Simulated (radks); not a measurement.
The numbers below are computed, except where a source is named.
Spherical quantum dot in the effective-mass picture: electrons in a hard-walled sphere of radius 8.37, with a point charge +1 (a donor) at the centre, all in effective atomic units (hartree* = m*/eps^2 hartree, bohr* = eps/m* bohr), one dielectric constant everywhere. Level of theory: non-relativistic Kohn-Sham, LDA (Slater exchange, Perdew-Wang correlation), spin-polarised, spherical densities (a radial shooting solver with Libxc functionals). Levels are named by radial order and angular momentum (1s, 1p, 1d, 2s, ...), and open shells are averaged over m. Each electron was tried in the lowest free levels, single moves between levels near the top were tried too, and the lowest total energy was kept; such a search can miss a lower state. At N = 1 the Hartree and exchange-correlation terms need not cancel, so that row can carry a self-interaction error.

N                         open shells  2S  E (hartree*)  mu = E(N) - E(N-1) (hartree*)  addition energy mu(N+1) - mu(N) (hartree*)  e(HOMO) (hartree*)  rms radius (bohr*)
1                    1s(up 1, down 0)   1     -0.478665                       -0.47867                                      0.4534            -0.26877               1.834
2                                none   0     -0.503976                      -0.025311                                      0.3262            0.087571               2.795
3                    1p(up 1, down 0)   1     -0.203101                        0.30088                                      0.1360             0.36675               3.973
4                    1p(up 2, down 0)   2      0.233768                        0.43687                                      0.1425             0.50775               4.515
5                    1p(up 3, down 0)   3      0.813119                        0.57935                                      0.1705             0.65110               4.853
6   1p(up 3, down 0) 2s(up 1, down 0)   4       1.56294                        0.74982                                      0.1529             0.81963               5.086
7   1p(up 3, down 1) 2s(up 1, down 0)   3       2.46565                        0.90271                                      0.1316             0.97066               5.272
8                                none   0       3.49993                         1.0343                                      0.1501              1.1040               5.413
9                    2s(up 1, down 0)   1       4.68434                         1.1844                                      0.1983              1.2606               5.532
10  1d(up 1, down 0) 2s(up 1, down 0)   2       6.06708                         1.3827                                      0.1380              1.4517               5.641
11  1d(up 2, down 0) 2s(up 1, down 0)   3       7.58786                         1.5208                                      0.1383              1.5899               5.732
12  1d(up 3, down 0) 2s(up 1, down 0)   4       9.24697                         1.6591                                      0.1384              1.7283               5.810
13  1d(up 4, down 0) 2s(up 1, down 0)   5       11.0445                         1.7976                                      0.1385              1.8668               5.878
14  1d(up 5, down 0) 2s(up 1, down 0)   6       12.9805                         1.9360                                      0.1690              2.0052               5.938
15  1d(up 5, down 1) 2s(up 1, down 0)   5       15.0856                         2.1050                                      0.1358              2.1728               5.992
16  1d(up 5, down 2) 2s(up 1, down 0)   4       17.3264                         2.2408                                      0.1362              2.3088               6.041
17  1d(up 5, down 3) 2s(up 1, down 0)   3       19.7034                         2.3770                                      0.1364              2.4452               6.085
18  1d(up 5, down 4) 2s(up 1, down 0)   2       22.2168                         2.5134                                      0.1365              2.5816               6.126
19                   2s(up 1, down 0)   1       24.8667                         2.6499                                      0.2159              2.7182               6.163
20  2s(up 1, down 0) 1f(up 1, down 0)   2       27.7325                         2.8658                                      0.1353              2.9335               6.200
21  2s(up 1, down 0) 1f(up 2, down 0)   3       30.7336                         3.0011                                      0.1354              3.0688               6.235
22  2s(up 1, down 0) 1f(up 3, down 0)   4       33.8701                         3.1365                                      0.1354              3.2042               6.267
23  2s(up 1, down 0) 1f(up 4, down 0)   5       37.1420                         3.2719                                      0.1354              3.3396               6.297
24  2s(up 1, down 0) 1f(up 5, down 0)   6       40.5493                         3.4073                                      0.1354              3.4750               6.325
25  2s(up 1, down 0) 1f(up 6, down 0)   7       44.0920                         3.5427                                      0.1353              3.6103               6.351
26  2s(up 1, down 0) 1f(up 7, down 0)   8       47.7700                         3.6780                                      0.1654              3.7456               6.375
27  2s(up 1, down 0) 1f(up 7, down 1)   7       51.6133                         3.8434                                      0.1339              3.9103               6.399
28  2s(up 1, down 0) 1f(up 7, down 2)   6       55.5906                         3.9773                                      0.1340              4.0443               6.421
29  2s(up 1, down 0) 1f(up 7, down 3)   5       59.7019                         4.1113                                      0.1341              4.1783               6.441
30  2s(up 1, down 0) 1f(up 7, down 4)   4       63.9473                         4.2454                                      0.1341              4.3124               6.461
31  2s(up 1, down 0) 1f(up 7, down 5)   3       68.3267                         4.3795                                      0.1341              4.4465               6.480
32  2s(up 1, down 0) 1f(up 7, down 6)   2       72.8403                         4.5136                                      0.1341              4.5807               6.498
33                   2s(up 1, down 0)   1       77.4881                         4.6477                                      0.2291              4.7148               6.515
34  2s(up 1, down 0) 1g(up 1, down 0)   2       82.3649                         4.8768                                      0.1334              4.9435               6.533
35  2s(up 1, down 0) 1g(up 2, down 0)   3       87.3751                         5.0102                                      0.1334              5.0768               6.550
36  2s(up 1, down 0) 1g(up 3, down 0)   4       92.5186                         5.1435                                      0.1334              5.2102               6.566
37  2s(up 1, down 0) 1g(up 4, down 0)   5       97.7955                         5.2769                                           -              5.3436               6.581

All shells are closed at N = 2, 8 (there: 1s2 1p6); the second difference of the energy has clear peaks (12 % above both neighbours; the first and last values, which can be the largest, are not judged, and half-filled shells can peak too) at N = 9, 14, 19, 26, 33.
